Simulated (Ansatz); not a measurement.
Start from `[F][InH][F]` and change one atom or group to get `[OH][InH][F]`.

Ansatz, PBE0-D4/def2-TZVP geometries, multiplicity 1. Each molecule was computed in one conformer, which needn't be the lowest.

Elements past krypton have def2 core potentials.

```csv
property,`[F][InH][F]`
LUMO energy (ωB97M-V/def2-TZVPP) / eV,-0.27
HOMO–LUMO gap (PBE/def2-TZVPP) / eV,5.44
HOMO energy (PBE/def2-TZVPP) / eV,-8.23
HOMO energy (PBE0/def2-TZVPP) / eV,-9.95
LUMO energy (PBE/def2-TZVPP) / eV,-2.79
size of the dipole moment (B3LYP/def2-TZVPP) / D,3.53
```

Q: What does the change do to each property? (Best estimate.)

A: The calculation gave: 
```json
{"property": "LUMO energy (ωB97M-V/def2-TZVPP) / eV", "`[OH][InH][F]`": "0.05", "shift": "0.32"}
{"property": "HOMO–LUMO gap (PBE/def2-TZVPP) / eV", "`[OH][InH][F]`": "4.92", "shift": "-0.52"}
{"property": "HOMO energy (PBE/def2-TZVPP) / eV", "`[OH][InH][F]`": "-7.25", "shift": "0.98"}
{"property": "HOMO energy (PBE0/def2-TZVPP) / eV", "`[OH][InH][F]`": "-8.90", "shift": "1.05"}
{"property": "LUMO energy (PBE/def2-TZVPP) / eV", "`[OH][InH][F]`": "-2.33", "shift": "0.46"}
{"property": "size of the dipole moment (B3LYP/def2-TZVPP) / D", "`[OH][InH][F]`": "4.15", "shift": "0.62"}
```

With PBE0 the HOMO rises by 1.05 eV and the LUMO rises by 0.45 eV, so the gap narrows by about 0.60 eV. PBE moves the HOMO by 0.98 eV and ωB97M-V by 0.97 eV. Dipoles are sizes alone; their direction can turn.

B3LYP here is the variant with VWN-RPA as its local correlation; programs differ in this.
